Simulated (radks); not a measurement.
The numbers below are computed, except where a source is named.
Te43+, configuration [He] 2s1.5 2p5 3p0.5 (fractional occupations, a model configuration). Code: a radial shooting solver on a logarithmic mesh with Libxc functionals. Model: Dirac Kohn-Sham, PBE, spin-unpolarised, spherical densities, finite nucleus; open shells are shared between the two j in proportion to 2j + 1; Fermi nuclear charge, rms radius 4.7423 fm.

Normalised radial functions P(r) = r R(r) (large component), r in bohr:

r	2s1/2	3s1/2	3p3/2
0.001198	0.3625	0.1886	0.0032
0.00134	0.3990	0.2076	0.0040
0.001487	0.4357	0.2267	0.0049
0.001663	0.4786	0.2490	0.0061
0.001845	0.5216	0.2713	0.0074
0.002064	0.5715	0.2972	0.0092
0.00229	0.6213	0.3231	0.0112
0.002562	0.6787	0.3528	0.0139
0.002842	0.7355	0.3823	0.0169
0.003179	0.8003	0.4159	0.0209
0.003528	0.8638	0.4487	0.0254
0.003946	0.9354	0.4857	0.0313
0.004378	1.0044	0.5213	0.0379
0.004897	1.0809	0.5607	0.0466
0.005434	1.1531	0.5977	0.0563
0.006078	1.2309	0.6376	0.0690
0.006744	1.3021	0.6738	0.0832
0.007543	1.3756	0.7109	0.1015
0.00837	1.4390	0.7426	0.1218
0.009362	1.4994	0.7723	0.1478
0.01047	1.5484	0.7955	0.1789
0.01162	1.5803	0.8096	0.2128
0.013	1.5959	0.8142	0.2556
0.01442	1.5889	0.8066	0.3018
0.01613	1.5534	0.7830	0.3593
0.0179	1.4898	0.7441	0.4203
0.02002	1.3833	0.6812	0.4946
0.02221	1.2448	0.6012	0.5716
0.02484	1.0491	0.4896	0.6629
0.02757	0.8217	0.3614	0.7544
0.03083	0.5266	0.1967	0.8586
0.03421	0.2073	0.0205	0.9580
0.03827	-0.1809	-0.1905	1.0638
0.04246	-0.5750	-0.4005	1.1559
0.0475	-1.0235	-0.6325	1.2416
0.0527	-1.4477	-0.8422	1.3008
0.05895	-1.8925	-1.0463	1.3328
0.06541	-2.2734	-1.1992	1.3231
0.07316	-2.6245	-1.3044	1.2591
0.08118	-2.8739	-1.3291	1.1407
0.0908	-3.0393	-1.2593	0.9419
0.1016	-3.0829	-1.0770	0.6656
0.1127	-3.0094	-0.8034	0.3422
0.126	-2.8134	-0.4041	-0.0673
0.1399	-2.5384	0.0446	-0.4863
0.1564	-2.1695	0.5765	-0.9504
0.1736	-1.7904	1.0732	-1.3604
0.1942	-1.3792	1.5568	-1.7392
0.2154	-1.0246	1.9099	-1.9979
0.241	-0.6972	2.1430	-2.1460
0.2674	-0.4562	2.2005	-2.1482
0.2991	-0.2669	2.0923	-2.0094
0.3318	-0.1496	1.8592	-1.7720
0.3712	-0.0728	1.5141	-1.4408
0.4118	-0.0337	1.1599	-1.1080
0.4606	-0.0131	0.7979	-0.7690
0.5111	-0.0048	0.5165	-0.5041
0.5717	-0.0014	0.2918	-0.2900
0.6344	-0.0004	0.1547	-0.1570
0.7096	-0.0001	0.0690	-0.0720
0.7873	0.0000	0.0288	-0.0309
0.8806	0.0000	0.0096	-0.0107

2s1/2: eigenvalue -7725.3 eV, 1 radial node at r = 0.0364 bohr, <r> = 0.116 bohr, 90 % of the charge inside 0.179 bohr. 3s1/2 (empty): eigenvalue -3210.7 eV, 2 radial nodes at r = 0.0346, 0.139 bohr, <r> = 0.276 bohr, 90 % of the charge inside 0.400 bohr. 3p3/2: eigenvalue -3051.3 eV, 1 radial node at r = 0.124 bohr, <r> = 0.268 bohr, 90 % of the charge inside 0.395 bohr.
